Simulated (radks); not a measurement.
Species: the nitrogen ion N2+. Configuration: [He] 2s2 2p1.

All-electron calculation, non-relativistic Kohn-Sham, PBE, spin-polarised, spherical densities, point nucleus; open shells are filled with parallel spins first. Program: a radial shooting solver on a logarithmic mesh with Libxc functionals.

Energy parts (eV):
part                     energy
total                 -1439.000
kinetic                1435.910
electron-nucleus      -3218.183
Hartree                 499.272
exchange-correlation   -156.000

Orbitals (lengths in bohr, moments of r in powers of bohr; r(max) is where P^2 peaks):
| orbital | occ. | eigenvalue (eV) | r(max) | <r^2> |
|---|---|---|---|---|
| 1s up | 1 | -423.8583 | 0.1485 | 0.07139 |
| 1s down | 1 | -423.0327 | 0.1483 | 0.07112 |
| 2s up | 1 | -50.1279 | 0.9537 | 1.606 |
| 2s down | 1 | -47.7867 | 0.9605 | 1.653 |
| 2p up | 1 | -38.5328 | 0.8567 | 1.573 |
| 2p down | 0 | -36.1833 | 0.8671 | 1.646 |

The highest occupied level is 2p up at -38.533 eV. Spin moment in Bohr magnetons: 1. The density falls to 0.001 e/bohr^3 at r = 2.68 bohr. Virial ratio -V/T = 2.00215. The electron density at the nucleus is 210.2 e/bohr^3.
